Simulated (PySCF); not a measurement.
CsTe⁺: energy against distance

Set-up: PySCF, scalar-relativistic core potentials, basis sets Cs def2-SVP with ECP46, Te def2-SVP with ECP28. Energies in eV from Cs⁺ + Te in their ground configurations at the same level. State: ³Σ⁻ (triplet), unpaired electrons π ↑↑.

All columns are PBE0. A positive dipole points towards Te; it is taken about the centre of mass and depends on that origin.

```
R (Å)  E (eV)   μ (D)  Mulliken charge on Cs (basis-dependent)  HOMO (eV)  LUMO (eV)  Mayer bond order  ⟨S²⟩
3.497  -0.128   -6.29                                     0.88     -10.44      -8.11              0.23  2.00
3.659  -0.239   -6.69                                     0.89     -10.34      -7.97              0.21  2.00
3.822  -0.295   -7.11                                     0.90     -10.21      -7.83              0.19  2.00
3.944  -0.313   -7.44                                     0.91     -10.12      -7.73              0.18  2.00
4.066  -0.317   -7.78                                     0.91     -10.02      -7.63              0.17  2.00
4.188  -0.313   -8.13                                     0.92      -9.91      -7.54              0.16  2.00
4.351  -0.299   -8.60                                     0.92      -9.78      -7.42              0.15  2.00
4.554  -0.274   -9.19                                     0.93      -9.61      -7.28              0.14  2.00
4.798  -0.240   -9.91                                     0.93      -9.42      -7.11              0.13  2.00
5.123  -0.198  -10.87                                     0.94      -9.19      -6.91              0.11  2.00
```

A fit through these points gives, at Re = 4.060 Å, μ = -7.76 D and dμ/dR = -2.81 D/Å; the reduced mass is 65.69 u.

How strong is the fundamental in the double-harmonic approximation, I = 42.26·(dμ/dR)²/μred km/mol?

I = 42.26·(-2.81)²/65.69 = 5.08 km/mol at PBE0.

The bond is weak. Basis-set superposition, not corrected here, can be much of De in a small basis, most of all at correlated wavefunction levels. Spin–orbit coupling is left out, which matters for elements this heavy, above all for dissociation energies. For an ion De counts to the pair picked by the measured ionisation energies or electron affinities, which need not be the lowest pair at this level. The state was picked by a PBE0 search and need not be the measured ground state.
